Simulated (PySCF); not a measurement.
Vertical excitations of a molecule C3H10OSi2 from TDA-PBE/def2-SVPD (PySCF 2.14.0), as energy in eV (oscillator strength): 5.78 (0.005), 5.94 (0.021), 6.22 (0.016), 6.51 (0.012), 6.55 (0.000), 6.65 (0.011). Lowest triplet (TDA): 5.59 eV. Geometry: PBE-D3(BJ)/def2-SVP. Other conformers were not sampled.

### Question
Pick the molecule that these values belong to.
A) C[Si@@H]1CO[Si@@H]1C
B) C/C(=C\[SiH3])O[SiH3]
C) C=C[SiH2]O[SiH2]C
D) C[Si@@H]1C[SiH2]CO1

### Answer
D, C[Si@@H]1C[SiH2]CO1
